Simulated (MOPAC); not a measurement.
Job for MOPAC: AM1 on AsBH4O2 (SMILES OB(O)[AsH2]), a point of a torsion scan.

```
AM1 1SCF PRECISE CHARGE=0 THREADS=1
AsBH4O2

O     -1.27113041 1    -1.15895972 1     0.38832901 1
B     -0.42618719 1    -0.12143041 1     0.23495563 1
O     -0.95989388 1     1.10971792 1     0.04204175 1
As     1.55884710 1    -0.60822154 1     0.34535923 1
H     -2.20604188 1    -0.94990736 1     0.33137067 1
H     -0.34950598 1     1.83841331 1    -0.06405048 1
H      1.63482929 1    -0.86073314 1    -1.13451147 1
H      2.02463631 1     0.81131763 1     0.07751797 1
```

It printed:

```
*******************************************************************************
 **                                                                           **
 **                              MOPAC v23.2.5                                **
 **                                                                           **
 *******************************************************************************
 ** MOPAC's Digital Object Identifier: https://doi.org/10.5281/zenodo.6511958 **
 **                                                                           **
 ** Please cite the open-source release paper for use of this MOPAC version:  **
 ** J. E. Moussa and J. J. P. Stewart (2026)                                  **
 ** MOPAC: An open-source semiempirical molecular orbital program             **
 ** J. Open Source Softw., 11(119), 8025, https://doi.org/10.21105/joss.08025 **
 *******************************************************************************

                              AM1 CALCULATION RESULTS

 *******************************************************************************
 *  AM1        - The AM1 Hamiltonian to be used
 *
 *
 *
 *                 CHARGE ON SYSTEM = 0
 *
 *
 *
 *  PRECISE    - TIGHTER CRITERIA TO BE USED
 *  1SCF       - DO 1 SCF AND THEN STOP
 *  THREADS=1  - MULTI-THREADING NOT USED
 *  T=         - A TIME OF 172800.0 SECONDS REQUESTED
 *  DUMP=N     - RESTART FILE WRITTEN EVERY 7200.0 SECONDS REQUESTED
 *******************************************************************************
AM1 1SCF PRECISE CHARGE=0 THREADS=1
 AsBH4O2

   ATOM   CHEMICAL          X               Y               Z
  NUMBER   SYMBOL      (ANGSTROMS)     (ANGSTROMS)     (ANGSTROMS)

     1       O         -1.27113041  *  -1.15895972  *   0.38832901  *
     2       B         -0.42618719  *  -0.12143041  *   0.23495563  *
     3       O         -0.95989388  *   1.10971792  *   0.04204175  *
     4      As          1.55884710  *  -0.60822154  *   0.34535923  *
     5       H         -2.20604188  *  -0.94990736  *   0.33137067  *
     6       H         -0.34950598  *   1.83841331  *  -0.06405048  *
     7       H          1.63482929  *  -0.86073314  *  -1.13451147  *
     8       H          2.02463631  *   0.81131763  *   0.07751797  *



          CARTESIAN COORDINATES

    NO.       ATOM           X           Y           Z

     1         O         -1.2711     -1.1590      0.3883
     2         B         -0.4262     -0.1214      0.2350
     3         O         -0.9599      1.1097      0.0420
     4        As          1.5588     -0.6082      0.3454
     5         H         -2.2060     -0.9499      0.3314
     6         H         -0.3495      1.8384     -0.0641
     7         H          1.6348     -0.8607     -1.1345
     8         H          2.0246      0.8113      0.0775

  H: (AM1): M.J.S. DEWAR ET AL, J. AM. CHEM. SOC. 107 3902-3909 (1985)
  B: (AM1): M.J.S. DEWAR ET AL, ORGANOMETALLICS, 7, 513-521 (1988)
  O: (AM1): M.J.S. DEWAR ET AL, J. AM. CHEM. SOC. 107 3902-3909 (1985)
 As: (AM1): J. J. P. STEWART, J. MOL. MOD., 10, 155-164 (2004)

           Empirical Formula: H4 O2 B As  =     8 atoms



      MOLECULAR POINT GROUP   :   C1


      RHF CALCULATION, NO. OF DOUBLY OCCUPIED LEVELS = 12


 -------------------------------------------------------------------------------
 AM1 1SCF PRECISE CHARGE=0 THREADS=1
 AsBH4O2



     1SCF WAS SPECIFIED, SO BFGS WAS NOT USED
     SCF FIELD WAS ACHIEVED


                              AM1 CALCULATION
                                                       MOPAC v23.2.5 Linux




          FINAL HEAT OF FORMATION =       -153.01827 KCAL/MOL =    -640.22843 KJ/MOL


          COSMO AREA              =        108.79 SQUARE ANGSTROMS
          COSMO VOLUME            =         93.66 CUBIC ANGSTROMS

          IONIZATION POTENTIAL    =         10.132061 EV
          HOMO LUMO ENERGIES (EV) =        -10.132  0.471
          NO. OF FILLED LEVELS    =         12
          MOLECULAR WEIGHT        =        121.7620         POINT GROUP:  C1

          MOLECULAR DIMENSIONS (Angstroms)

            Atom       Atom       Distance
            H     8    H     5     4.58966
            H     7    H     6     3.41204
           As     4    H     7     1.33200


          SCF CALCULATIONS        =          1





   ATOM   CHEMICAL          X               Y               Z
  NUMBER   SYMBOL      (ANGSTROMS)     (ANGSTROMS)     (ANGSTROMS)

     1       O         -1.27113041  *  -1.15895972  *   0.38832901  *
     2       B         -0.42618719  *  -0.12143041  *   0.23495563  *
     3       O         -0.95989388  *   1.10971792  *   0.04204175  *
     4      As          1.55884710  *  -0.60822154  *   0.34535923  *
     5       H         -2.20604188  *  -0.94990736  *   0.33137067  *
     6       H         -0.34950598  *   1.83841331  *  -0.06405048  *
     7       H          1.63482929  *  -0.86073314  *  -1.13451147  *
     8       H          2.02463631  *   0.81131763  *   0.07751797  *

                             CARTESIAN COORDINATES

   1    O       -1.271130410    -1.158959720     0.388329010
   2    B       -0.426187190    -0.121430410     0.234955630
   3    O       -0.959893880     1.109717920     0.042041750
   4   As        1.558847100    -0.608221540     0.345359230
   5    H       -2.206041880    -0.949907360     0.331370670
   6    H       -0.349505980     1.838413310    -0.064050480
   7    H        1.634829290    -0.860733140    -1.134511470
   8    H        2.024636310     0.811317630     0.077517970


           Empirical Formula: H4 O2 B As  =     8 atoms



      MOLECULAR POINT GROUP   :   C1


                  EIGENVALUES
 -38.28708 -36.69354 -22.44729 -19.98857 -18.87382 -15.98323 -14.85520 -14.26511
 -12.47448 -12.32516 -11.58509 -10.13206   0.47119   1.31033   1.37873   2.85420
   3.61903   4.51353   6.92679   7.64983


              NET ATOMIC CHARGES AND DIPOLE CONTRIBUTIONS

  ATOM NO.   TYPE          CHARGE      No. of ELECS.   s-Pop       p-Pop
    1          O          -0.299358        6.2994     1.83753     4.46183
    2          B           0.010511        2.9895     1.23960     1.74989
    3          O          -0.365708        6.3657     1.82662     4.53908
    4         As           0.472520        4.5275     1.85086     2.67662
    5          H           0.217648        0.7824     0.78235
    6          H           0.243994        0.7560     0.75601
    7          H          -0.123356        1.1234     1.12336
    8          H          -0.156251        1.1563     1.15625
 DIPOLE           X         Y         Z       TOTAL
 POINT-CHG.     1.826    -0.607     1.049     2.192
 HYBRID        -1.210     2.087    -1.824     3.025
 SUM            0.616     1.480    -0.775     1.781


          ATOMIC ORBITAL ELECTRON POPULATIONS

     Atom    s        px        py        pz
    1  O   1.83753   1.21411   1.44798   1.79974
    2  B   1.23960   0.75137   0.62164   0.37689
    3  O   1.82662   1.47811   1.24497   1.81601
    4 As   1.85086   0.83357   0.90066   0.94238
    5  H   0.78235
    6  H   0.75601
    7  H   1.12336
    8  H   1.15625

 **********************
 *                    *
 * JOB ENDED NORMALLY *
 *                    *
 **********************




 == MOPAC DONE ==
```

The run finished.

Cost: very roughly 0.020 core-seconds.
